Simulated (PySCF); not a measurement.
**Polarisability and C₆ of Cl (chlorine, neutral)**

[Ne] 3s2 3p5, 2P determinant. Computed with PySCF 2.14 in dyall-av3z (19s12p3d2f, 84 functions), with the spin-free X2C one-electron Hamiltonian (Gaussian nucleus). Coupled (time-dependent) response in atomic units; α is the mean over directions.

```json
{"method": "UHF", "mean α (bohr³)": "13.92", "α xx, yy, zz": "12.82, 14.47, 14.47", "C₆ (like pair)": "87.83", "S(−4)": "45.36"}
{"method": "PBE", "mean α (bohr³)": "15.20", "α xx, yy, zz": "13.72, 15.95, 15.95", "C₆ (like pair)": "97.65", "S(−4)": "60.56"}
{"method": "PBE0", "mean α (bohr³)": "14.64", "α xx, yy, zz": "13.32, 15.30, 15.30", "C₆ (like pair)": "93.22", "S(−4)": "53.49"}
{"method": "revPBE", "mean α (bohr³)": "15.15", "α xx, yy, zz": "13.66, 15.89, 15.89", "C₆ (like pair)": "97.20", "S(−4)": "60.09"}
{"method": "TPSSh", "mean α (bohr³)": "14.74", "α xx, yy, zz": "13.36, 15.43, 15.43", "C₆ (like pair)": "94.66", "S(−4)": "54.13"}
```

S(−4) is the Cauchy moment in α(ω) = α(0) + S(−4) ω² + …

Reference α: 14.6 ± 0.1 bohr³ (recommended; Schwerdtfeger and Nagle, table of static dipole polarizabilities (2023 update)). Published C₆: 94.60 (Chu and Dalgarno (2004); Tang, Norbeck and Certain (1976)).

α(iu) at PBE0:

| u (hartree) | α(iu) (bohr³) |
| --- | --- |
| 0 | 14.64 |
| 0.0500 | 14.51 |
| 0.100 | 14.13 |
| 0.200 | 12.85 |
| 0.300 | 11.27 |
| 0.500 | 8.275 |
| 0.750 | 5.599 |
| 1.00 | 3.921 |
| 1.50 | 2.162 |
| 2.00 | 1.349 |
| 3.00 | 0.6664 |
| 5.00 | 0.2668 |

A single London oscillator, α(iu) = α/(1 + u²/ω²), gives C₆ = (3/4) ω α². Matching the computed C₆ needs ω = 4 × 93.22 / (3 × 14.64²) = 0.580 hartree.

The components differ because the open shell of this determinant is not spherical; for a pure term their mean is the scalar polarisability.
